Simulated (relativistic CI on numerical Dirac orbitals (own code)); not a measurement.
## d9 in a ligand field

Computed with a parametric ligand-field model of a d^n configuration (Racah B and C, spin-orbit zeta, crystal field), exact diagonalisation.

Field parameters in Wybourne normalisation: Oh B⁴₀ = 21Dq, B⁴₄ = √(5/14) B⁴₀. The field is a parameter set, without covalency.

**Question.** Ground term and bands for B = 680, C = 2530, ζ = 0 cm⁻¹, Oh, 10Dq = 29240 cm⁻¹?

**Answer.** Ground term 2E with 3.00 electrons in the two orbitals of the cubic e set. Spin-allowed: 2T2 29240 cm⁻¹ (342 nm). Lowest spin-forbidden: none.

**Question.** Ground term and bands for B = 680, C = 2530, ζ = 0 cm⁻¹, Oh, 10Dq = 12920 cm⁻¹?

**Answer.** Ground term 2E with 3.00 electrons in the two orbitals of the cubic e set. Spin-allowed: 2T2 12920 cm⁻¹ (774 nm). Lowest spin-forbidden: none.

**Question.** Ground term and bands for B = 680, C = 2530, ζ = 0 cm⁻¹, Oh, 10Dq = 19720 cm⁻¹?

**Answer.** Ground term 2E with 3.00 electrons in the two orbitals of the cubic e set. Spin-allowed: 2T2 19720 cm⁻¹ (507 nm). Lowest spin-forbidden: none.

**Question.** Ground term and bands for B = 680, C = 2530, ζ = 0 cm⁻¹, Oh, 10Dq = 26520 cm⁻¹?

**Answer.** Ground term 2E with 3.00 electrons in the two orbitals of the cubic e set. Spin-allowed: 2T2 26520 cm⁻¹ (377 nm). Lowest spin-forbidden: none.

**Question.** Ground term and bands for B = 680, C = 2530, ζ = 0 cm⁻¹, Oh, 10Dq = 10200 cm⁻¹?

**Answer.** Ground term 2E with 3.00 electrons in the two orbitals of the cubic e set. Spin-allowed: 2T2 10200 cm⁻¹ (980 nm). Lowest spin-forbidden: none.
